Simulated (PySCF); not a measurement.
# C₆ coefficients of unlike pairs at PW91

Calculated with PySCF 2.14 from the dipole response of each species, C₆(A,B) = (3/π) ∫ α_A(iu) α_B(iu) du, in atomic units, from isotropic polarisabilities. For ions this is the dispersion term alone; charge-induced terms of lower order in 1/R come first.

```
species           configuration                                                                                              basis      relativity  α (bohr³)  C₆ (like pair)
   As³⁺      [Ar] 3d10 4s2 (1S)                                                          aug-cc-pwCVDZ-PP with ECP10MDF (6s5p4d1f)  core potential      6.684           20.07
     As  [Ar] 3d10 4s2 4p3 (4S)                                                                           dyall-av3z (24s17p11d2f)   spin-free X2C      32.94           279.2
   Os²⁺      [Xe] 4f14 5d6 (5D)  aug-cc-pVTZ-PP with one added diffuse shell each of s, p, d, f, g type with ECP60MDF (7s7p6d4f3g)  core potential      11.70           74.49
   Sn²⁺      [Kr] 4d10 5s2 (1S)              aug-cc-pwCVTZ-DK3 with one added diffuse shell each of s, p, d, f type (11s10p8d5f1g)   spin-free X2C      14.81           83.36
```

Question: Estimate C₆ for Os²⁺ with As.

Answer: The integral gives 134.2. The combination rule 2 C_A C_B / (C_A α_B/α_A + C_B α_A/α_B) gives 134.7 and the geometric mean 144.2.

No spin-orbit coupling is included.

The other pairs:

```json
{"pair": "Os²⁺, As³⁺", "C₆": "38.29"}
{"pair": "Sn²⁺, Os²⁺", "C₆": "77.90"}
{"pair": "Sn²⁺, As³⁺", "C₆": "40.79"}
{"pair": "As, As³⁺", "C₆": "72.29"}
{"pair": "Sn²⁺, As", "C₆": "148.3"}
```
